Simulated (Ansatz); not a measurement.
The cluster Ba2O2. Total charge 0; singlet. Geometry PBE0-D4/def2-TZVP; atoms count from 1.

```tsv
atom	x (Å)	y (Å)	z (Å)
Ba1	-0.434	-1.125	1.610
Ba2	-0.641	1.498	-1.179
O3	0.880	0.300	0.217
O4	0.195	-0.673	-0.648
```

In the def2 sets Ba takes a core potential; there is no spin–orbit coupling. The structure holds 1 bond(s) between oxygen atoms. The restricted singlet is unstable towards broken spin symmetry in Hartree–Fock (as tested in another run); at PBE0-D4/def2-TZVP this wasn't settled. Another isomer (singlet) lies 3.53 eV lower at PBE0-D4/def2-TZVP; other spin states weren't run for this one.

Question: Estimate the Mulliken populations from the PBE0/def2-TZVP orbitals of Ansatz.

Answer: 
| atom | charge (e) |
| --- | --- |
| Ba1 | 0.61 |
| Ba2 | 0.61 |
| O3 | -0.61 |
| O4 | -0.61 |
Mulliken values and Mayer orders depend strongly on the basis.

Question: And the Mayer bond orders between bonded heavy atoms (over 0.3)?

Answer: Ba1–Ba2 1.03 (3.83 Å); Ba1–O3 0.33 (2.39 Å); Ba1–O4 0.33 (2.39 Å); Ba2–O3 0.33 (2.39 Å); Ba2–O4 0.33 (2.39 Å); O3–O4 0.80 (1.47 Å).
